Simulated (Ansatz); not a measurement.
`[F][Sn]([SH])([Cl])[Cl]` and `[F][SnH]([Cl])[Cl]` differ in one atom or group.

Ansatz, PBE0-D4/def2-TZVP geometries, multiplicity 1. Each molecule was computed in one conformer, which needn't be the lowest.

Elements past krypton have def2 core potentials.

| property | `[F][Sn]([SH])([Cl])[Cl]` |
| --- | --- |
| ideal-gas entropy at 298 K and 1 bar (rigid rotor, harmonic PBE0-D4/def2-TZVP) / J/(mol·K) | 398 |
| LUMO energy (B3LYP/def2-TZVPP) / eV | -3.12 |
| LUMO energy (ωB97M-V/def2-TZVPP) / eV | -0.78 |
| HOMO energy (ωB97M-V/def2-TZVPP) / eV | -10.86 |
| HOMO–LUMO gap (PBE0/def2-TZVPP) / eV | 5.81 |
| HOMO energy (PBE0/def2-TZVPP) / eV | -8.64 |

Problem. Give the same properties after the change, and the shifts. (Best estimate.)

Solution. The calculation gave: 
```json
{"property": "ideal-gas entropy at 298 K and 1 bar (rigid rotor, harmonic PBE0-D4/def2-TZVP) / J/(mol·K)", "`[F][SnH]([Cl])[Cl]`": "344", "shift": "-54"}
{"property": "LUMO energy (B3LYP/def2-TZVPP) / eV", "`[F][SnH]([Cl])[Cl]`": "-2.51", "shift": "0.61"}
{"property": "LUMO energy (ωB97M-V/def2-TZVPP) / eV", "`[F][SnH]([Cl])[Cl]`": "-0.12", "shift": "0.66"}
{"property": "HOMO energy (ωB97M-V/def2-TZVPP) / eV", "`[F][SnH]([Cl])[Cl]`": "-11.88", "shift": "-1.02"}
{"property": "HOMO–LUMO gap (PBE0/def2-TZVPP) / eV", "`[F][SnH]([Cl])[Cl]`": "7.44", "shift": "1.63"}
{"property": "HOMO energy (PBE0/def2-TZVPP) / eV", "`[F][SnH]([Cl])[Cl]`": "-9.62", "shift": "-0.98"}
```

With PBE0 the HOMO falls by 0.98 eV and the LUMO rises by 0.65 eV, so the gap widens by about 1.63 eV. PBE moves the HOMO by -0.84 eV and ωB97M-V by -1.02 eV. The zero-point energy changes by -6.0 kJ/mol with -3 modes. Modes under 60 cm⁻¹, often nearly free rotors, make the harmonic entropy too high.

B3LYP here is the variant with VWN-RPA as its local correlation; programs differ in this.
